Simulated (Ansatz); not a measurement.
Basis-set series for C₃H₁₀AgOP, SMILES `C[P+](C)(C)[Ag-][OH]`. The species carries charge 0 and has multiplicity 1. Ag takes the def2 core potential. The geometry is a stationary point of PBE0-D4/def2-TZVP. It is one conformer, not always the lowest.

```
functional       basis  functions  energy (Eh)  HOMO (eV)  LUMO (eV)
   PBE0-D4  def2-TZVPP        362   -683.69211      -5.90      -0.11
   PBE0-D4  def2-QZVPP        686   -683.71856      -5.98      -0.26
   ωB97M-V  def2-TZVPP        362   -683.85278      -8.33       1.24
   ωB97M-V  def2-QZVPP        686   -683.87877      -8.42       0.68
```

Give the rows for def2-SVP. (Best estimate.)

Computed: 
```tsv
functional	basis	functions	energy (Eh)	HOMO (eV)	LUMO (eV)
PBE0-D4	def2-SVP	155	-683.29982	-5.61	0.04
ωB97M-V	def2-SVP	155	-683.44591	-7.99	1.39
```

Positive LUMOs are unbound and depend on the basis.
